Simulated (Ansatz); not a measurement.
`[NH2][Al]([OH])[SiH2]Cl` + `BN[SiH2][SiH3]` → `BN([SiH2][SiH3])[SiH2]Cl` + `[NH2][AlH][OH]`  (cleavage of the Si–Al bond)

Calculated with Ansatz (gas phase, PBE0-D4/def2-TZVP geometries, no zero-point term in ΔE). CBS: MP2 limit from def2 TZ/QZ plus the TZ coupled-cluster correction, frozen cores. This one scheme is used for every species. Each species was taken in one conformer, which may not be the lowest.

`[NH2][Al]([OH])[SiH2]Cl`:

Z-matrix (Å, degrees):
```
Si
Cl 1 2.083
Al 1 2.441 2 106.9
H 1 1.488 2 106.5 3 123.1
H 1 1.488 2 106.5 3 -123.0
O 3 1.694 1 118.0 2 179.1
N 3 1.763 1 117.9 2 -0.9
H 6 0.955 3 126.6 1 -180.0
H 7 1.007 3 127.6 1 -179.9
H 7 1.008 3 122.1 1 0.2
```

`BN[SiH2][SiH3]`:

Z-matrix (Å, degrees):
```
Si
N 1 1.751
Si 1 2.344 2 111.0
H 1 1.490 2 109.6 3 120.2
H 1 1.483 2 107.1 3 -121.4
B 2 1.399 1 126.8 3 114.5
H 2 1.011 1 116.5 3 -63.9
H 3 1.488 1 110.6 2 -63.2
H 3 1.488 1 110.5 2 176.0
H 3 1.490 1 109.9 2 56.4
H 6 1.198 2 119.0 1 1.3
H 6 1.198 2 119.6 1 -178.7
```

`BN([SiH2][SiH3])[SiH2]Cl`:

Z-matrix (Å, degrees):
```
Si
N 1 1.770
Si 1 2.340 2 110.9
H 1 1.486 2 108.7 3 -122.7
H 1 1.489 2 106.8 3 120.3
B 2 1.412 1 118.6 3 73.7
Si 2 1.734 1 120.3 3 -104.4
H 3 1.487 1 109.7 2 -57.5
H 3 1.486 1 110.1 2 62.5
H 3 1.488 1 109.7 2 -177.2
H 6 1.198 2 120.2 1 -178.3
H 6 1.200 2 119.1 1 1.9
Cl 7 2.057 2 109.3 1 61.3
H 7 1.479 2 110.4 1 -55.3
H 7 1.476 2 109.5 1 -179.8
```

`[NH2][AlH][OH]`:

```xyz
7

N     0.172    0.931    0.943
Al   -0.092   -0.034   -0.505
O    -0.057   -1.721   -0.318
H     0.339    0.559    1.863
H     0.175    1.937    0.962
H    -0.347    0.657   -1.903
H    -0.189   -2.330   -1.042
```

| species | MP2/CBS(def2) energy (Eh) |
| --- | --- |
| `[NH2][Al]([OH])[SiH2]Cl` | -1123.82906 |
| `BN[SiH2][SiH3]` | -662.42372 |
| `BN([SiH2][SiH3])[SiH2]Cl` | -1411.92052 |
| `[NH2][AlH][OH]` | -374.35637 |

(1) Work out ΔE.

Largest T1 diagnostic among the species: 0.013.

Results:

(1) ΔE = (-1411.92052) + (-374.35637) − (-1123.82906) − (-662.42372) = -0.02411 Eh = -63.3 kJ/mol. CCSD(T)/CBS gives -52.6 kJ/mol.

From PBE to PBE0 (25 % exact exchange), in def2-TZVPP and without D4, ΔE moves by −7.3 kJ/mol. The D4 term adds −13.8 kJ/mol with B3LYP and −7.6 kJ/mol with PBE0; it sums over pairs of atoms, weighted by their polarisabilities, and B3LYP, whose exchange is more repulsive, gets the larger term.

B3LYP here is the variant with VWN-RPA as its local correlation; programs differ in this.
